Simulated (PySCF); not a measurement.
**Cl²⁺: ionisation energy**

Cl²⁺ [Ne] 3s2 3p3 (4S) → Cl³⁺ [Ne] 3s2 3p2 (3P), as a difference of total energies. Computed with PySCF 2.14 in x2c-QZVPPall with one added diffuse shell each of s, p, d, f type (10s7p5d3f1g, 86 functions), with the spin-free X2C one-electron Hamiltonian (Gaussian nucleus). Correlated levels: valence: [Ne] frozen; valence and next inner shell: 1s2 frozen. The calculations carry no spin-orbit coupling.

| method | ionisation energy (eV) |
| --- | --- |
| UHF | 38.955 |
| LDA | 39.658 |
| PBE | 39.570 |
| PBE0 | 39.654 |
| r2SCAN | 39.814 |
| M06 | 39.553 |
| LC-wPBE | 39.752 |
| B2PLYP | 39.492 |
| BHandHLYP | 39.434 |
| ROHF | 39.106 |
| MP2 (valence) | 39.657 |
| SCS-MP2 (valence) | 39.454 |
| MP2 (valence and next inner shell) | 39.684 |
| SCS-MP2 (valence and next inner shell) | 39.478 |

How much does correlation contribute at MP2 (valence and next inner shell)?

39.684 − (38.955) = 0.729 eV, measured against UHF.

A first-order spin-orbit estimate (lowest level to lowest level, LS coupling) adds -0.102 eV.

Errors of the correlated levels include the incompleteness of this basis and the frozen core.

For comparison: 39.8 ± 0.11 eV (semi-empirical (NIST evaluation); NIST Atomic Spectra Database, ionization energies).
